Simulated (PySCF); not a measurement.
HO2Si, SMILES [O][Si]O (connectivity only; charge and spin as stated), neutral, multiplicity 2.

The structure is a stationary point at r2SCAN-D4/def2-TZVP. One conformer was computed; it need not be the lowest.

These are TDA-B3LYP/def2-SVPD in PySCF values and carry that method's errors.

Vertical excitations. The molecule is in vacuum.

| state | energy (eV) | λ (nm) | f | main pairs |
|---|---|---|---|---|
| root 1 | 2.67 | 465 | 0.002 | β HOMO−1→LUMO 98 % |
| root 2 | 2.68 | 463 | 0.012 | β HOMO→LUMO 95 % |
| root 3 | 4.20 | 296 | 0.037 | α HOMO→LUMO 94 % |
| root 4 | 4.43 | 280 | 0.024 | α HOMO−1→LUMO 13 %, β HOMO−2→LUMO 83 % |
| root 5 | 5.21 | 238 | 0.016 | β HOMO−3→LUMO 95 % |
| root 6 | 5.35 | 232 | 0.004 | α HOMO−1→LUMO 48 %, β HOMO−1→LUMO+1 43 % |
| root 7 | 5.62 | 221 | 0.000 | α HOMO−2→LUMO 68 %, β HOMO→LUMO+1 29 % |
| root 8 | 5.83 | 213 | 0.022 | α HOMO→LUMO+1 87 %, β HOMO−4→LUMO 10 % |
| root 9 | 6.07 | 204 | 0.013 | α HOMO−2→LUMO 29 %, β HOMO→LUMO+1 68 % |
| root 10 | 6.40 | 194 | 0.043 | α HOMO→LUMO+2 14 %, α HOMO→LUMO+1 10 %, β HOMO−4→LUMO 69 % |
Unrestricted roots are not spin-pure.
